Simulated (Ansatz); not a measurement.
Program: Ansatz. Geometries: PBE0-D4/def2-TZVP. ΔE: electronic, gas phase. CCSD(T)/CBS adds triple-zeta CCSD(T) − MP2 to the extrapolated MP2 energy (def2 sets, frozen cores). This one scheme is used for every species. Functionals use def2-TZVPP. For Ge outer-core shells are correlated without core-valence functions, which leaves a few kJ/mol of doubt a bond. Scalar relativity is left out up to krypton.

acetonitrile + `[SH][GeH3]` → `N#C[S][GeH3]` + CH₄  (substitution at a C–C bond)

`CC#N`:

Cartesian coordinates in Å:
```
C 0.481 -0.079 0.009
C -0.949 0.156 -0.017
N -2.083 0.341 -0.037
H 0.684 -1.146 0.104
H 0.937 0.286 -0.913
H 0.931 0.442 0.855
```

`[SH][GeH3]`:

```xyz
6

S     1.355   -1.006    0.339
Ge   -0.221    0.455   -0.232
H     0.514   -1.819    0.999
H    -0.875    1.055    1.023
H    -1.290   -0.222   -1.103
H     0.517    1.538   -1.026
```

`N#C[S][GeH3]`:

Cartesian coordinates in Å:
```
N -1.051 2.499 -0.645
C -0.142 1.785 -0.616
S 1.195 0.769 -0.587
Ge 0.134 -1.003 0.333
H -0.992 -1.417 -0.616
H -0.385 -0.577 1.707
H 1.241 -2.057 0.425
```

CH₄:

```xyz
5

C     0.000    0.000    0.000
H     0.264    0.822    0.664
H    -1.083   -0.048   -0.107
H     0.365   -0.937    0.419
H     0.455    0.162   -0.977
```

CCSD(T)/CBS gives +0.19 eV.

(1) Another level gave +0.12 eV. Which?
A. PBE0-D4/def2-TZVPP
B. MP2/def2-TZVPP
C. LC-ωPBE/def2-TZVPP
D. revPBE-D4/def2-TZVPP

Largest T1 diagnostic among the species: 0.013.

Results:

(1) B. MP2/def2-TZVPP 0.12, PBE0-D4 0.17, LC-ωPBE 0.25, revPBE-D4 0.05 eV.

In def2-TZVPP, CCSD(T) changes the Hartree–Fock value by −0.18 eV (the triples alone add −0.05 eV) and MP2 by −0.25 eV. At CCSD(T), def2-SVP lies +0.06 eV from the extrapolated value and def2-TZVPP −0.00 eV. The D4 term adds −0.05 eV with B3LYP and −0.03 eV with PBE0; it sums over pairs of atoms, weighted by their polarisabilities, and B3LYP, whose exchange is more repulsive, gets the larger term.

B3LYP here is the variant with VWN-RPA as its local correlation; programs differ in this.
